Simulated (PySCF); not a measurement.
BiF3, charge +1, doublet, at a GFN2-xTB geometry (such geometries of metal compounds can be far from the true shape) (a state made from the parent by changing its charge; the spin is typed, not shown lowest) (core potentials on Bi); TPSS/def2-SVP in PySCF.

The PySCF input:
```python
from pyscf import gto, scf, dft

mol = gto.M(
    atom='''
Bi    0.002903   -0.004092    0.277726
F    -1.347839   -1.005813   -0.854760
F    -0.221288    1.681109   -0.826949
F     1.542355   -0.637562   -0.879545
''',
    basis='def2-svp',
    ecp={'Bi': 'def2-svp'},
    charge=1,
    spin=1,
    verbose=4,
)

mf = dft.UKS(mol)
mf.xc = 'tpss'
mf.diis = False
mf.damp = 0.3
mf.diis_start_cycle = 200
mf.max_cycle = 150
mf.kernel()
```

It wrote (shortened):

```
PySCF version 2.14.0

[INPUT] verbose = 4
[INPUT] num. atoms = 4
[INPUT] num. electrons = 49
[INPUT] charge = 1
[INPUT] spin (= nelec alpha-beta = 2S) = 1
[INPUT] symmetry False subgroup None
[INPUT] Mole.unit = angstrom
[INPUT] Symbol           X                Y                Z      unit          X                Y                Z       unit  Magmom
[...]
nuclear repulsion = 206.219955690412
number of shells = 28
number of NR pGTOs = 133
number of NR cGTOs = 68
basis = def2-svp
ecp = {'Bi': 'def2-svp'}

******** <class 'pyscf.dft.uks.UKS'> ********
method = UKS
initial guess = minao
damping factor = 0.3
level_shift factor = 0
DIIS disabled
SCF conv_tol = 1e-09
SCF conv_tol_grad = None
SCF max_cycles = 150
direct_scf = True
direct_scf_tol = 1e-13
number electrons alpha = 25  beta = 24
XC library pyscf.dft.libxc version 7.1.2
    S. Lehtola, C. Steigemann, M. J. T. Oliveira, and M. A. L. Marques,  SoftwareX 7, 1–5 (2018)
XC functionals = tpss
    J. Tao, J. P. Perdew, V. N. Staroverov, and G. E. Scuseria,  Phys. Rev. Lett. 91, 146401 (2003)
    J. P. Perdew, J. Tao, V. N. Staroverov, and G. E. Scuseria,  J. Chem. Phys. 120, 6898 (2004)
    J. Tao, J. P. Perdew, V. N. Staroverov, and G. E. Scuseria,  Phys. Rev. Lett. 91, 146401 (2003)
    J. P. Perdew, J. Tao, V. N. Staroverov, and G. E. Scuseria,  J. Chem. Phys. 120, 6898 (2004)
radial grids:
    Treutler-Ahlrichs [JCP 102, 346 (1995); DOI:10.1063/1.469408] (M4) radial grids

becke partition: Becke, JCP 88, 2547 (1988); DOI:10.1063/1.454033
pruning grids: <function nwchem_prune>
grids dens level: 3
symmetrized grids: False
atomic radii adjust function: <function treutler_atomic_radii_adjust>
small_rho_cutoff = 0
Set gradient conv threshold to 3.16228e-05
tot grids = 66232
init E= -487.494550704745

cycle= 1 E= -512.719895588005  delta_E= -25.2  |g|= 1.37  |ddm|= 9.24
cycle= 2 E= -512.878103926585  delta_E= -0.158  |g|= 1.16  |ddm|=  3.4
cycle= 3 E= -511.495081179899  delta_E= 1.38  |g|= 2.16  |ddm|= 2.79
cycle= 4 E= -511.151170312226  delta_E= 0.344  |g|= 2.33  |ddm|= 3.51
cycle= 5 E= -507.455473236431  delta_E=  3.7  |g|=  3.6  |ddm|= 4.47
cycle= 6 E= -508.962730658036  delta_E= -1.51  |g|= 3.24  |ddm|= 5.02
cycle= 7 E= -504.94960975957  delta_E= 4.01  |g|= 4.26  |ddm|= 5.48
cycle= 8 E= -507.952128855927  delta_E=   -3  |g|= 3.57  |ddm|=  5.7
cycle= 9 E= -504.230251232351  delta_E= 3.72  |g|= 4.43  |ddm|= 5.84
cycle= 10 E= -507.693446233237  delta_E= -3.46  |g|= 3.65  |ddm|=  5.9
cycle= 11 E= -504.083328563344  delta_E= 3.61  |g|= 4.47  |ddm|= 5.93
cycle= 12 E= -507.643153951398  delta_E= -3.56  |g|= 3.66  |ddm|= 5.94
cycle= 13 E= -504.057672413352  delta_E= 3.59  |g|= 4.47  |ddm|= 5.95
cycle= 14 E= -507.634576835962  delta_E= -3.58  |g|= 3.66  |ddm|= 5.95
cycle= 15 E= -504.053525445569  delta_E= 3.58  |g|= 4.47  |ddm|= 5.95
cycle= 16 E= -507.633201418237  delta_E= -3.58  |g|= 3.66  |ddm|= 5.95
cycle= 17 E= -504.052867979646  delta_E= 3.58  |g|= 4.47  |ddm|= 5.95
cycle= 18 E= -507.632981759526  delta_E= -3.58  |g|= 3.66  |ddm|= 5.95
cycle= 19 E= -504.052760072036  delta_E= 3.58  |g|= 4.47  |ddm|= 5.95
cycle= 20 E= -507.632944902065  delta_E= -3.58  |g|= 3.66  |ddm|= 5.95
cycle= 21 E= -504.052740932406  delta_E= 3.58  |g|= 4.47  |ddm|= 5.95
cycle= 22 E= -507.632938145026  delta_E= -3.58  |g|= 3.66  |ddm|= 5.95
cycle= 23 E= -504.052737204706  delta_E= 3.58  |g|= 4.47  |ddm|= 5.95
cycle= 24 E= -507.632936777109  delta_E= -3.58  |g|= 3.66  |ddm|= 5.95
cycle= 25 E= -504.052736420694  delta_E= 3.58  |g|= 4.47  |ddm|= 5.95
cycle= 26 E= -507.632936476583  delta_E= -3.58  |g|= 3.66  |ddm|= 5.95
cycle= 27 E= -504.05273625121  delta_E= 3.58  |g|= 4.47  |ddm|= 5.95
cycle= 28 E= -507.632936407807  delta_E= -3.58  |g|= 3.66  |ddm|= 5.95
cycle= 29 E= -504.052736218075  delta_E= 3.58  |g|= 4.47  |ddm|= 5.95
cycle= 30 E= -507.632936392859  delta_E= -3.58  |g|= 3.66  |ddm|= 5.95
cycle= 31 E= -504.052736215377  delta_E= 3.58  |g|= 4.47  |ddm|= 5.95
cycle= 32 E= -507.632936390724  delta_E= -3.58  |g|= 3.66  |ddm|= 5.95
cycle= 33 E= -504.052736218543  delta_E= 3.58  |g|= 4.47  |ddm|= 5.95
cycle= 34 E= -507.632936391404  delta_E= -3.58  |g|= 3.66  |ddm|= 5.95
cycle= 35 E= -504.052736221931  delta_E= 3.58  |g|= 4.47  |ddm|= 5.95
cycle= 36 E= -507.63293639244  delta_E= -3.58  |g|= 3.66  |ddm|= 5.95
cycle= 37 E= -504.052736224485  delta_E= 3.58  |g|= 4.47  |ddm|= 5.95
cycle= 38 E= -507.632936393278  delta_E= -3.58  |g|= 3.66  |ddm|= 5.95
cycle= 39 E= -504.052736226211  delta_E= 3.58  |g|= 4.47  |ddm|= 5.95
cycle= 40 E= -507.632936393861  delta_E= -3.58  |g|= 3.66  |ddm|= 5.95
cycle= 41 E= -504.052736227338  delta_E= 3.58  |g|= 4.47  |ddm|= 5.95
cycle= 42 E= -507.632936394246  delta_E= -3.58  |g|= 3.66  |ddm|= 5.95
cycle= 43 E= -504.052736228058  delta_E= 3.58  |g|= 4.47  |ddm|= 5.95
cycle= 44 E= -507.632936394494  delta_E= -3.58  |g|= 3.66  |ddm|= 5.95
cycle= 45 E= -504.052736228507  delta_E= 3.58  |g|= 4.47  |ddm|= 5.95
cycle= 46 E= -507.632936394651  delta_E= -3.58  |g|= 3.66  |ddm|= 5.95
cycle= 47 E= -504.052736228788  delta_E= 3.58  |g|= 4.47  |ddm|= 5.95
cycle= 48 E= -507.632936394751  delta_E= -3.58  |g|= 3.66  |ddm|= 5.95
cycle= 49 E= -504.052736228969  delta_E= 3.58  |g|= 4.47  |ddm|= 5.95
cycle= 50 E= -507.632936394812  delta_E= -3.58  |g|= 3.66  |ddm|= 5.95
cycle= 51 E= -504.052736229076  delta_E= 3.58  |g|= 4.47  |ddm|= 5.95
cycle= 52 E= -507.632936394851  delta_E= -3.58  |g|= 3.66  |ddm|= 5.95
cycle= 53 E= -504.052736229143  delta_E= 3.58  |g|= 4.47  |ddm|= 5.95
cycle= 54 E= -507.632936394873  delta_E= -3.58  |g|= 3.66  |ddm|= 5.95
cycle= 55 E= -504.052736229188  delta_E= 3.58  |g|= 4.47  |ddm|= 5.95
cycle= 56 E= -507.632936394888  delta_E= -3.58  |g|= 3.66  |ddm|= 5.95
cycle= 57 E= -504.052736229213  delta_E= 3.58  |g|= 4.47  |ddm|= 5.95
cycle= 58 E= -507.632936394898  delta_E= -3.58  |g|= 3.66  |ddm|= 5.95
cycle= 59 E= -504.052736229229  delta_E= 3.58  |g|= 4.47  |ddm|= 5.95
cycle= 60 E= -507.632936394904  delta_E= -3.58  |g|= 3.66  |ddm|= 5.95
[...]
cycle= 68 E= -507.632936394914  delta_E= -3.58  |g|= 3.66  |ddm|= 5.95
cycle= 69 E= -504.052736229256  delta_E= 3.58  |g|= 4.47  |ddm|= 5.95
cycle= 70 E= -507.632936394913  delta_E= -3.58  |g|= 3.66  |ddm|= 5.95
cycle= 71 E= -504.052736229256  delta_E= 3.58  |g|= 4.47  |ddm|= 5.95
cycle= 72 E= -507.632936394913  delta_E= -3.58  |g|= 3.66  |ddm|= 5.95
cycle= 73 E= -504.052736229255  delta_E= 3.58  |g|= 4.47  |ddm|= 5.95
cycle= 74 E= -507.632936394911  delta_E= -3.58  |g|= 3.66  |ddm|= 5.95
cycle= 75 E= -504.052736229255  delta_E= 3.58  |g|= 4.47  |ddm|= 5.95
cycle= 76 E= -507.63293639491  delta_E= -3.58  |g|= 3.66  |ddm|= 5.95
cycle= 77 E= -504.052736229254  delta_E= 3.58  |g|= 4.47  |ddm|= 5.95
cycle= 78 E= -507.632936394913  delta_E= -3.58  |g|= 3.66  |ddm|= 5.95
cycle= 79 E= -504.052736229257  delta_E= 3.58  |g|= 4.47  |ddm|= 5.95
cycle= 80 E= -507.632936394912  delta_E= -3.58  |g|= 3.66  |ddm|= 5.95
cycle= 81 E= -504.052736229256  delta_E= 3.58  |g|= 4.47  |ddm|= 5.95
cycle= 82 E= -507.632936394913  delta_E= -3.58  |g|= 3.66  |ddm|= 5.95
cycle= 83 E= -504.052736229255  delta_E= 3.58  |g|= 4.47  |ddm|= 5.95
cycle= 84 E= -507.632936394913  delta_E= -3.58  |g|= 3.66  |ddm|= 5.95
cycle= 85 E= -504.052736229257  delta_E= 3.58  |g|= 4.47  |ddm|= 5.95
cycle= 86 E= -507.632936394912  delta_E= -3.58  |g|= 3.66  |ddm|= 5.95
cycle= 87 E= -504.052736229258  delta_E= 3.58  |g|= 4.47  |ddm|= 5.95
cycle= 88 E= -507.632936394913  delta_E= -3.58  |g|= 3.66  |ddm|= 5.95
cycle= 89 E= -504.052736229256  delta_E= 3.58  |g|= 4.47  |ddm|= 5.95
cycle= 90 E= -507.632936394912  delta_E= -3.58  |g|= 3.66  |ddm|= 5.95
cycle= 91 E= -504.052736229257  delta_E= 3.58  |g|= 4.47  |ddm|= 5.95
cycle= 92 E= -507.632936394915  delta_E= -3.58  |g|= 3.66  |ddm|= 5.95
cycle= 93 E= -504.052736229256  delta_E= 3.58  |g|= 4.47  |ddm|= 5.95
cycle= 94 E= -507.632936394915  delta_E= -3.58  |g|= 3.66  |ddm|= 5.95
cycle= 95 E= -504.052736229258  delta_E= 3.58  |g|= 4.47  |ddm|= 5.95
cycle= 96 E= -507.632936394913  delta_E= -3.58  |g|= 3.66  |ddm|= 5.95
cycle= 97 E= -504.052736229258  delta_E= 3.58  |g|= 4.47  |ddm|= 5.95
cycle= 98 E= -507.632936394913  delta_E= -3.58  |g|= 3.66  |ddm|= 5.95
cycle= 99 E= -504.052736229258  delta_E= 3.58  |g|= 4.47  |ddm|= 5.95
cycle= 100 E= -507.632936394914  delta_E= -3.58  |g|= 3.66  |ddm|= 5.95
cycle= 101 E= -504.052736229259  delta_E= 3.58  |g|= 4.47  |ddm|= 5.95
cycle= 102 E= -507.632936394914  delta_E= -3.58  |g|= 3.66  |ddm|= 5.95
cycle= 103 E= -504.05273622926  delta_E= 3.58  |g|= 4.47  |ddm|= 5.95
cycle= 104 E= -507.632936394914  delta_E= -3.58  |g|= 3.66  |ddm|= 5.95
cycle= 105 E= -504.052736229259  delta_E= 3.58  |g|= 4.47  |ddm|= 5.95
cycle= 106 E= -507.632936394913  delta_E= -3.58  |g|= 3.66  |ddm|= 5.95
cycle= 107 E= -504.052736229259  delta_E= 3.58  |g|= 4.47  |ddm|= 5.95
cycle= 108 E= -507.632936394914  delta_E= -3.58  |g|= 3.66  |ddm|= 5.95
cycle= 109 E= -504.05273622926  delta_E= 3.58  |g|= 4.47  |ddm|= 5.95
cycle= 110 E= -507.632936394914  delta_E= -3.58  |g|= 3.66  |ddm|= 5.95
cycle= 111 E= -504.05273622926  delta_E= 3.58  |g|= 4.47  |ddm|= 5.95
cycle= 112 E= -507.632936394913  delta_E= -3.58  |g|= 3.66  |ddm|= 5.95
cycle= 113 E= -504.052736229261  delta_E= 3.58  |g|= 4.47  |ddm|= 5.95
cycle= 114 E= -507.632936394913  delta_E= -3.58  |g|= 3.66  |ddm|= 5.95
cycle= 115 E= -504.052736229258  delta_E= 3.58  |g|= 4.47  |ddm|= 5.95
cycle= 116 E= -507.632936394913  delta_E= -3.58  |g|= 3.66  |ddm|= 5.95
cycle= 117 E= -504.052736229259  delta_E= 3.58  |g|= 4.47  |ddm|= 5.95
cycle= 118 E= -507.632936394913  delta_E= -3.58  |g|= 3.66  |ddm|= 5.95
cycle= 119 E= -504.052736229259  delta_E= 3.58  |g|= 4.47  |ddm|= 5.95
cycle= 120 E= -507.632936394913  delta_E= -3.58  |g|= 3.66  |ddm|= 5.95
cycle= 121 E= -504.052736229259  delta_E= 3.58  |g|= 4.47  |ddm|= 5.95
cycle= 122 E= -507.632936394913  delta_E= -3.58  |g|= 3.66  |ddm|= 5.95
cycle= 123 E= -504.05273622926  delta_E= 3.58  |g|= 4.47  |ddm|= 5.95
cycle= 124 E= -507.632936394913  delta_E= -3.58  |g|= 3.66  |ddm|= 5.95
cycle= 125 E= -504.052736229259  delta_E= 3.58  |g|= 4.47  |ddm|= 5.95
cycle= 126 E= -507.632936394913  delta_E= -3.58  |g|= 3.66  |ddm|= 5.95
cycle= 127 E= -504.052736229258  delta_E= 3.58  |g|= 4.47  |ddm|= 5.95
cycle= 128 E= -507.632936394913  delta_E= -3.58  |g|= 3.66  |ddm|= 5.95
cycle= 129 E= -504.05273622926  delta_E= 3.58  |g|= 4.47  |ddm|= 5.95
cycle= 130 E= -507.632936394913  delta_E= -3.58  |g|= 3.66  |ddm|= 5.95
cycle= 131 E= -504.052736229259  delta_E= 3.58  |g|= 4.47  |ddm|= 5.95
cycle= 132 E= -507.632936394913  delta_E= -3.58  |g|= 3.66  |ddm|= 5.95
cycle= 133 E= -504.052736229259  delta_E= 3.58  |g|= 4.47  |ddm|= 5.95
cycle= 134 E= -507.632936394914  delta_E= -3.58  |g|= 3.66  |ddm|= 5.95
cycle= 135 E= -504.052736229259  delta_E= 3.58  |g|= 4.47  |ddm|= 5.95
cycle= 136 E= -507.632936394914  delta_E= -3.58  |g|= 3.66  |ddm|= 5.95
cycle= 137 E= -504.052736229259  delta_E= 3.58  |g|= 4.47  |ddm|= 5.95
cycle= 138 E= -507.632936394914  delta_E= -3.58  |g|= 3.66  |ddm|= 5.95
cycle= 139 E= -504.052736229259  delta_E= 3.58  |g|= 4.47  |ddm|= 5.95
cycle= 140 E= -507.632936394914  delta_E= -3.58  |g|= 3.66  |ddm|= 5.95
cycle= 141 E= -504.052736229258  delta_E= 3.58  |g|= 4.47  |ddm|= 5.95
cycle= 142 E= -507.632936394914  delta_E= -3.58  |g|= 3.66  |ddm|= 5.95
cycle= 143 E= -504.05273622926  delta_E= 3.58  |g|= 4.47  |ddm|= 5.95
cycle= 144 E= -507.632936394913  delta_E= -3.58  |g|= 3.66  |ddm|= 5.95
cycle= 145 E= -504.052736229259  delta_E= 3.58  |g|= 4.47  |ddm|= 5.95
cycle= 146 E= -507.632936394913  delta_E= -3.58  |g|= 3.66  |ddm|= 5.95
cycle= 147 E= -504.052736229259  delta_E= 3.58  |g|= 4.47  |ddm|= 5.95
cycle= 148 E= -507.632936394913  delta_E= -3.58  |g|= 3.66  |ddm|= 5.95
cycle= 149 E= -504.05273622926  delta_E= 3.58  |g|= 4.47  |ddm|= 5.95
cycle= 150 E= -507.632936394913  delta_E= -3.58  |g|= 3.66  |ddm|= 5.95
SCF not converged.
SCF energy = -507.632936394913 after 150 cycles  <S^2> = 0.75040307  2S+1 = 2.000403
```

The run did not converge; its last values are not results.
